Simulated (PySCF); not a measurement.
**Relaxation of singlet HfS(OH)₂**

These are results of PBE0/[Hf def2-SVP with ECP60, S def2-SVP, O def2-SVP, H def2-SVP], scalar-relativistic core potentials, density fitting, no spin–orbit coupling, PySCF, not measurements. A (50,194) grid was used.

A hand-made T-shaped (ligand arrangement 2) (heavy-atom frame) start, of C2 symmetry, held to at least that symmetry:

Coordinates in bohr (charge 0 multiplicity 1):
```
Hf    0.0000    0.0000   -0.5653
S     0.0000    0.0000    3.6299
O     4.0605    0.0000   -0.4236
O    -4.0605    0.0000   -0.4236
H     5.2258   -1.3897   -0.3828
H    -5.2258    1.3897   -0.3828
```

Optimiser trace:
```json
{"step": "0", "E − E(last) (kJ/mol)": "249.91", "largest gradient (Eh/bohr)": "0.05757"}
{"step": "1", "E − E(last) (kJ/mol)": "157.43", "largest gradient (Eh/bohr)": "0.02744"}
{"step": "2", "E − E(last) (kJ/mol)": "76.79", "largest gradient (Eh/bohr)": "0.02804"}
{"step": "3", "E − E(last) (kJ/mol)": "32.48", "largest gradient (Eh/bohr)": "0.02243"}
{"step": "4", "E − E(last) (kJ/mol)": "16.70", "largest gradient (Eh/bohr)": "0.02875"}
{"step": "5", "E − E(last) (kJ/mol)": "5.56", "largest gradient (Eh/bohr)": "0.00997"}
{"step": "6", "E − E(last) (kJ/mol)": "2.85", "largest gradient (Eh/bohr)": "0.00554"}
{"step": "7", "E − E(last) (kJ/mol)": "1.90", "largest gradient (Eh/bohr)": "0.00557"}
{"step": "8", "E − E(last) (kJ/mol)": "1.28", "largest gradient (Eh/bohr)": "0.00232"}
{"step": "9", "E − E(last) (kJ/mol)": "0.83", "largest gradient (Eh/bohr)": "0.00864"}
{"step": "10", "E − E(last) (kJ/mol)": "0.29", "largest gradient (Eh/bohr)": "0.00176"}
{"step": "11", "E − E(last) (kJ/mol)": "0.07", "largest gradient (Eh/bohr)": "0.00066"}
{"step": "12", "E − E(last) (kJ/mol)": "0.05", "largest gradient (Eh/bohr)": "0.00063"}
{"step": "13", "E − E(last) (kJ/mol)": "0.03", "largest gradient (Eh/bohr)": "0.00040"}
{"step": "14", "E − E(last) (kJ/mol)": "0.01", "largest gradient (Eh/bohr)": "0.00038"}
{"step": "15", "E − E(last) (kJ/mol)": "0.00", "largest gradient (Eh/bohr)": "0.00029"}
```

It ends at C2v with Hf–O 1.946 Å (×2), Hf–S 2.243 Å, O–H 0.959 Å (×2); H–O–Hf 152.4° (×2), O–Hf–O 123.5°, O–Hf–S 118.3° (×2) (after a last refinement on a finer grid). The frequency run here used a shortcut that can spoil soft modes, so no verdict on minimum or saddle point is given. Other isomers or separated fragments may lie lower.

Final geometry:
```xyz
6
charge 0 multiplicity 1, angstrom
Hf    0.0000    0.0000   -0.1588
S     0.0000    0.0000    2.0842
O     1.6870   -0.3029   -1.0806
O    -1.6870    0.3029   -1.0806
H     2.6303   -0.4723   -1.0923
H    -2.6303    0.4723   -1.0923
```

No spin–orbit coupling is included, which matters more the heavier the element.

The relaxation took roughly 80 core-seconds on a shared host.
